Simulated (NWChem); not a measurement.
# Atomisation of HgI2

```xyz
3

Hg     0.0000     0.0000     0.0000
I      0.0000     0.0000    -2.6347
I      0.0000     0.0000     2.6347
```
Charge 0, spin multiplicity 1.

The numbers come from NWChem runs, not from measurements. All single points use one geometry, from PBE/def2-SVP with def2 effective core potentials on I, Hg, a minimum by its harmonic frequencies.

Basis set: def2-TZVP. The atomisation energy is electronic alone: no zero-point, thermal, spin-orbit or counterpoise terms. No value is extrapolated to the basis-set limit. Free atoms are single determinants with multiplicities Hg 1, I 2.

Effective core potentials replace the inner electrons of I, Hg; spin-orbit coupling is left out. B3LYP has NWChem's definition, with VWN1-RPA local correlation. The structure started from a generated list of species. The stability of the SCF solutions was not checked.

One of these methods gave an atomisation energy of 78.2 kcal/mol. Which?
A) CAM-B3LYP
B) BP86
C) B3LYP
D) PBE0

D, PBE0. The others give 75.7 (BP86), 68.3 (B3LYP), 71.1 (CAM-B3LYP).
